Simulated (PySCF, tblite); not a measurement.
Compound: C7H8FP.
Structure used (GFN2-xTB), in Å, numbered top down from 1:
```xyz
17
C7H8FP angstrom
C      2.687    0.022   -0.460
P      1.913   -0.881    0.964
C      0.186   -0.324    0.712
C     -0.135    0.996    1.015
C     -1.427    1.462    0.867
C     -2.401    0.583    0.426
F     -3.666    1.030    0.277
C     -2.117   -0.739    0.137
C     -0.817   -1.187    0.286
H      2.754    1.082   -0.218
H      2.107   -0.105   -1.372
H      3.694   -0.363   -0.606
H      1.749   -2.093    0.280
H      0.639    1.662    1.370
H     -1.690    2.483    1.093
H     -2.903   -1.396   -0.200
H     -0.581   -2.219    0.068
```

Method: PBE0/def2-SVPD in PySCF (dipole) on a GFN2-xTB geometry, gas phase.

Masses are those of the commonest isotopes; rigid-rotor values at the optimised geometry. The values belong to one conformer with, in the numbering `[CH3:1][PH:2][c:3]1[cH:4][cH:5][c:6]([F:7])[cH:8][cH:9]1`, C1–P2–C3–C4 -72°.

(1) What are A, B and C (cm⁻¹)?

(2) Classify the top.

(3) Is it planar, by Δ = Ic − Ia − Ib?

(4) List the rotational levels J(Ka,Kc) to J = 3 (K).

(5) Predict some low-J microwave lines.

(6) Estimate the classical rotational partition function at 25 K, 50 K and 200 K.

## Answers

(1) Ia = 130.61, Ib = 700.00, Ic = 765.99 u·Å²; 505379 MHz·u·Å²/I gives 3869, 722.0 and 659.8 MHz, that is A = 0.12906, B = 0.02408, C = 0.02201 cm⁻¹.

(2) A near-prolate asymmetric top; Ray's κ = -0.961.

(3) Not planar: Δ = Ic − Ia − Ib = -64.62 u·Å². For a rigid frame Δ = −2 Σ m c², so Σ m c² = 32.31 u·Å² lies off the ab plane: 7.09 from hydrogen and 25.22 from heavier atoms. The atom farthest from that plane is 1.95 Å away.

(4) Above 0(0,0), as E/k:
J = 1: 1(0,1) 0.066, 1(1,1) 0.217, 1(1,0) 0.220
J = 2: 2(0,2) 0.199, 2(1,2) 0.347, 2(1,1) 0.356, 2(2,1) 0.809, 2(2,0) 0.809
J = 3: 3(0,3) 0.398, 3(1,3) 0.541, 3(1,2) 0.559, 3(2,2) 1.008, 3(2,1) 1.008, 3(3,1) 1.771, 3(3,0) 1.771
Those of J = 1 are B + C, A + C and A + B.

(5) The dipole components are |μa| = 1.14 D, |μb| = 0.01 D, |μc| = 1.00 D. The squared components, which scale the intensities, stand as 1.00 : 0.00 : 0.78 (a : b : c). Some lines, for components of 0.1 D or more:

```tsv
type	branch	J(Ka,Kc)	MHz	lower level (cm⁻¹)
a	R	1(0,1) ← 0(0,0)	1382	0.000
a	R	2(1,2) ← 1(1,1)	2701	0.151
a	R	2(0,2) ← 1(0,1)	2763	0.046
a	R	2(1,1) ← 1(1,0)	2826	0.153
c	Q	2(1,2) ← 2(0,2)	3086	0.138
c	Q	1(1,1) ← 1(0,1)	3147	0.046
c	R	1(1,0) ← 0(0,0)	4591	0.000
c	R	2(1,1) ← 1(0,1)	6035	0.046
c	Q	2(2,1) ← 2(1,1)	9442	0.247
c	R	2(2,0) ← 1(1,0)	12268	0.153
c	R	2(2,1) ← 1(1,1)	12330	0.151
```

(6) Point group C1, symmetry number σ = 1; q = (√π/σ)·√((kT/h)³/(ABC)), k/h = 20836.6 MHz/K: 15500 at 25 K, 43900 at 50 K, 351000 at 200 K.

Its GFN2-xTB frequencies are all real (lowest 28 cm⁻¹). Zero-point vibration and centrifugal distortion are left out. A rigid rotor knows nothing of internal rotation, which can split or shift real lines.

Hardware: Arm Neoverse V2, one thread, on a shared host. Cost: 60 s of wall time (grids of density and orbitals included), 1.0 GiB resident at most. This is the PBE0/def2-SVPD job that gave the dipole, with the excitations it also computed.
